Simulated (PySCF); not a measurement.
## Predicted spectroscopic data

Theory: geometry: GFN2-xTB, NMR shieldings at PBE0/pcSseg-1/GIAO, B3LYP/pcJ-1 coupling constants (spin–dipole term left out of most H,H and C,H couplings), in PySCF 2.14 (relativity neglected, no solvent, one averaged value for each set of equivalent atoms, one conformer).

Scale: TMS for 1H (σref 31.72), 13C (σref 186.93) (reference shieldings calculated alike). Multiplet labels drop J under 1 Hz and among equivalent protons, and merge close values. Unscaled 3J(H,H) run several per cent high. Splittings of carbon signals by F and P are missing where no couplings were computed. Where no couplings were computed, multiplicities follow the n + 1 count of equivalent neighbours, and m marks all less simple cases (inequivalent or close neighbours, rings, F or P nearby). Shifts are as computed. Against solution values, carbons near 30 ppm lie about +3 ppm off and those near 130 ppm about +5 ppm. Of 1211 compounds with measured shifts, 218 miss one by over three times the rms of a fit or turn the order of signals round; such compounds aren't used in these exercises. Across acyclic CH2–CH2 and CH–CH2 bonds, 3J(H,H) assumes equally populated rotamers.

**1.** SMILES C(CC)C=O, C$_{4}$H$_{8}$O. 1H NMR (600 MHz, computed): δ 10.21 (s, 1H), 2.33 (t, J = 6.9 Hz, 2H), 1.60 (qt, J = 8.0, 6.9 Hz, 2H), 0.99 (t, J = 8.0 Hz, 3H). 13C{1H} NMR (computed): δ 205.9 (CH), 52.9 (CH2), 19.1 (CH2), 15.6 (CH3).

**2.** `CO[C@@H]1C[P@](C)(=O)[C@H]1C`, C$_{6}$H$_{13}$O$_{2}$P. 1H NMR (600 MHz, computed): δ 3.39 (s, 3H), 2.95 (m, 1H), 2.64 (m, 1H), 2.59 (m, 1H), 2.33 (m, 1H), 1.28 (m, 3H), 1.25 (m, 3H). 13C{1H} NMR (computed): δ 75.0 (CH), 58.8 (CH3), 58.5 (CH), 44.4 (CH2), 17.3 (CH3), 15.3 (CH3).
